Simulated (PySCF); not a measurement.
**Pt₃: fields on a plane**

Level of theory: PySCF, UPBE0, basis Pt def2-TZVP with ECP60 (scalar-relativistic core potentials, no spin–orbit coupling, density fitting).

The triplet minimum has Pt–Pt 2.431 Å, Pt–Pt 2.526 Å (×2); Pt–Pt–Pt 57.5°, Pt–Pt–Pt 61.2° (×2).

The plane holds Pt1 at (0.00, 0.00), Pt2 at (2.53, 0.00), Pt3 at (1.36, 2.13) Å. Columns run from x = -1.95 to 4.95 Å, rows from y = 4.35 (top) to -1.95 Å, in steps of 0.3 Å. Other isomers or separated fragments may lie lower. Core electrons replaced by a potential are absent, the electrostatic potential uses the reduced nuclear charge, and values within about 0.7 Å of such atoms have no physical meaning.

Q: Give the highest occupied orbital (Å^-3/2) at -5.81 eV (cut at ±0.3; overall sign arbitrary). Every second row and column.

A: 
```
 0.00  0.00  0.00  0.00  0.00  0.00  0.00  0.00  0.00  0.00  0.00  0.00
 0.00  0.00  0.00  0.00  0.00  0.01  0.02  0.02  0.01  0.00  0.00  0.00
 0.00  0.00  0.00  0.00  0.00  0.02  0.08  0.05  0.02  0.00  0.00  0.00
 0.00  0.00  0.00  0.00  0.01  0.02  0.28  0.10  0.02  0.00  0.00  0.00
 0.00  0.00  0.00  0.01  0.08  0.21  0.05  0.02  0.00  0.00  0.00  0.00
 0.00  0.00 -0.02 -0.03  0.02  0.12  0.02 -0.03 -0.01  0.00  0.00  0.00
 0.00 -0.03 -0.13 -0.30 -0.25 -0.04  0.01  0.00  0.04  0.05  0.02  0.01
-0.01 -0.06 -0.30 -0.14 -0.30 -0.12  0.10  0.13  0.22  0.13  0.03  0.01
-0.01 -0.05 -0.28 -0.30 -0.30 -0.08  0.09  0.13  0.06  0.07  0.02  0.01
 0.00 -0.02 -0.08 -0.14 -0.09 -0.02  0.02  0.01  0.00  0.01  0.01  0.00
 0.00  0.00 -0.01 -0.02 -0.01  0.00  0.01  0.00  0.00  0.00  0.00  0.00
```

Q: Give the electrostatic potential (V) (cut at 20 V). Lower edges of the bins (V): '_' -0.19, '.' -0.07, ':' 0.12, '-' 0.42, '=' 0.90, '+' 1.65, '*' 2.84, '#' 4.73, '%' 7.73, '@' 12.47; top 20.0, each point printed twice.

A: 
```
....::::::--------==========------::::::::::....
....::::::----========++======------::::::::....
....::::::----==++++++**++++++==----::::::......
......::::--==++****######****++==--::::::......
......::::--==++##%%@@@@@@%%##++==--::::........
........::--==**%%@@@@@@@@@@%%**++--::::........
..____....--++##@@@@@@@@@@@@@@##++--::..........
..________::==##@@@@@@@@@@@@@@##++--............
..________::==##@@@@@@@@@@@@@@##==::............
..........::==**%%@@@@@@@@@@@@**==--::::....::::
::::::--==++++**##@@@@@@@@@@%%##**++==--::::::::
----==++**##%%%%%%%%%%%%%%%%%%%%%%##**====----::
--==++##%%@@@@@@@@%%####%%@@@@@@@@@@##**++==----
==++**%%@@@@@@@@@@@@%%##@@@@@@@@@@@@@@##++==----
==++##@@@@@@@@@@@@@@%%%%@@@@@@@@@@@@@@##**++==--
==++##@@@@@@@@@@@@@@%%%%@@@@@@@@@@@@@@##**++==--
==++**%%@@@@@@@@@@@@%%##@@@@@@@@@@@@@@##**++==--
==++**##@@@@@@@@@@%%****##@@@@@@@@@@%%**++====--
====++**##%%%%%%##**====++##%%@@%%%%##**++====--
--====++********++==::::--++**********++====----
----====++++++==--::____::--==++++++++====------
--------====----::..____..::--==========--------
```

Open d and f shells are described by one determinant, and the ground state may have another occupation or spin. With an element this heavy the missing spin–orbit coupling can shift these numbers.
